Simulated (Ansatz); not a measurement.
Consider the redistribution: `O[SiH2]PS` + `[OH][SnH2][NH][SiH3]` → `[SiH3]NPS` + `O[SiH2][SnH2][OH]`.

Calculated with Ansatz (gas phase, PBE0-D4/def2-TZVP geometries, no zero-point term in ΔE). CCSD(T)/CBS is the MP2 limit (def2-TZVPP, def2-QZVPP) plus CCSD(T) − MP2 in def2-TZVPP, frozen cores. Functionals use def2-TZVPP. B3LYP here is the variant with VWN-RPA as its local correlation; programs differ in this. def2 core potentials past Kr. For Sn outer-core shells are correlated without core-valence functions, which leaves a few kJ/mol of doubt a bond. One conformer a species, not always the lowest.

```
             level  ΔE (kcal/mol)  difference from CCSD(T)/CBS
            PBE-D4            2.7                         -3.3
         r2SCAN-D4            4.3                         -1.7
           PBE0-D4            3.5                         -2.5
          B3LYP-D4            2.9                         -3.1
           ωB97X-V            4.8                         -1.2
           ωB97M-V            4.2                         -1.8
            B2PLYP            4.4                         -1.6
               PBE            2.5                         -3.5
            r2SCAN            4.3                         -1.7
              PBE0            3.3                         -2.7
             B3LYP            2.6                         -3.4
     HF/def2-TZVPP            4.8                         -1.2
    MP2/def2-TZVPP            6.7                          0.7
SCS-MP2/def2-TZVPP            6.3                          0.3
   CCSD/def2-TZVPP            5.9                         -0.1
CCSD(T)/def2-TZVPP            6.3                          0.3
     HF/def2-QZVPP            4.8                         -1.2
    MP2/def2-QZVPP            6.5                          0.5
SCS-MP2/def2-QZVPP            6.2                          0.2
      HF/CBS(def2)            4.8                         -1.2
     MP2/CBS(def2)            6.4                          0.4
    CCSD/CBS(def2)            5.6                         -0.4
       CCSD(T)/CBS            6.0                            0
```

Largest T1 diagnostic among the species: 0.014.

From PBE to PBE0 (25 % exact exchange), in def2-TZVPP and without D4, ΔE moves by +0.8 kcal/mol. In def2-TZVPP, CCSD(T) changes the Hartree–Fock value by +1.5 kcal/mol (the triples alone add +0.4 kcal/mol) and MP2 by +1.9 kcal/mol.
